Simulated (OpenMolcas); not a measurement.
# Fe2+: ligand-field states by method

Fe2+ with its 6 nearest fluoride ions at 2.027 Å, on the Zn site of KZnF3 (a = 4.054 Å, distance in the model lattice 2.027 Å). The rest of the host is ab initio model potentials to 7.6 Å and point charges beyond; the distance is set by hand and nothing relaxes. Ligand basis ANO-RCC-VDZP.

- Program: OpenMolcas
- Basis: ANO-RCC-VTZP [6s5p3d2f1g]
- Scalar Hamiltonian: DKH2, point nucleus
- Active space: 6 electrons in 5 orbitals (3d)
- State averaging: 2S+1 = 5 even, 5 roots; 2S+1 = 3 even, 45 roots; 2S+1 = 1 even, 50 roots
- Spin-orbit coupling: state interaction with AMFI integrals over the reference wave functions

I. CASSCF
II. SS-CASPT2, IPEA 0.25 Eh, imaginary shift 0.1 Eh (closed shells correlated: 3s 3p and the ligand valence shells)
III. SS-CASPT2, IPEA 0.25 Eh, imaginary shift 0.1 Eh (closed shells correlated: the ligand valence shells only)

Spin-free states (labels of O, the rotations of Oh) in cm-1, each column counted from its own energy of the first state listed:

```
State  Degeneracy      I     II    III
  5T2           3      0      0      0
   5E           2   9286  11030  10720
  3T1           3  16270  12740  13530
  1A1           1  19683  14560  14980
  3T2           3  19881  15350  16780
  3T1           3  23203  20230  21460
  3T2           3  25742  21280  22840
  1T1           3  26160  21370  22550
   3E           2  26245  22800  24280
  3T1           3  26998  22940  24370
  3T2           3  31288  26800  28470
  3A2           1  31539  27640  29030
  1T2           3  32095  26910  29030
  3T1           3  32705  30740  31910
   3E           2  33557  31160  32410
   1E           2  34732  30020  31260
  1A1           1  35757  29990  31670
  3A1           1  36433  33650  34910
  1T2           3  37486  31120  33590
  3T2           3  38336  32870  34440
```

From I to II, I's first state of the same spin (5E) moves from 9286 to 11030 cm-1, by about +1700 cm-1.

From I to II, I's first state of another spin (3T1) moves from 16270 to 12740 cm-1, by about -3500 cm-1.

χT at 300 K: I 4.07, II 4.05, III 4.05 cm3 K/mol.

Roots that are degenerate in the reference are averaged as groups; the widest CASPT2 spread within a group is 810 cm-1 (the 3-fold group of multiplicity 1 near 31100 cm-1 above the lowest state of its run, II). Shifts and gaps below about the spread of the groups concerned are not significant. Over all roots computed the reference weight is 0.73 to 0.75 in II; a low but even weight reflects the number of correlated electrons. An orbital triplet at a regular site is open to Jahn-Teller coupling, which can distort the site and quench the lowest spin-orbit gaps and is left out. Ligand-to-metal charge-transfer states are missing. Without dynamic correlation the repulsion within the d shell is too large (B by tens of per cent), so at a given field states of lower spin stand too high (holds for I). With no ligand orbital active B as a rule stays too high, so bands that hang on it stand too high and its fall with covalency is understated (holds for I). With metal d orbitals alone and no dynamic correlation 10Dq can be off by a tenth to a fifth, either way, in oxide and fluoride hosts (holds for I). A single d shell leaves out the double-shell effect, which counts most for late 3d ions, where the CASPT2 field can be off either way by tens of per cent (holds for II; III). These CASPT2 states fit no ligand-field parameters well, so their order and spin gaps are uncertain (holds for II; III). For late 3d ions with one d shell CASPT2 can put B and the spin-flip bands somewhat low as well as high (holds for II; III). With one d shell and no ligand orbital active, 10Dq can be off by tens of per cent for divalent 3d ions, low with halides held by bare charges and at times high in hosts (holds for II; III). Free-ion shares, where given, are those of the reference states; single-state CASPT2 does not remix them (holds for II; III). The distance lies 2 % under the 2.068 Å that this model takes as the normal distance (a Shannon-type radius plus a fixed donor radius, weighted with the host); by an R⁻⁵ law this alone changes a d-shell field by about +11 %. No measured value stands beside these numbers; the geometry was set by hand and not optimised.
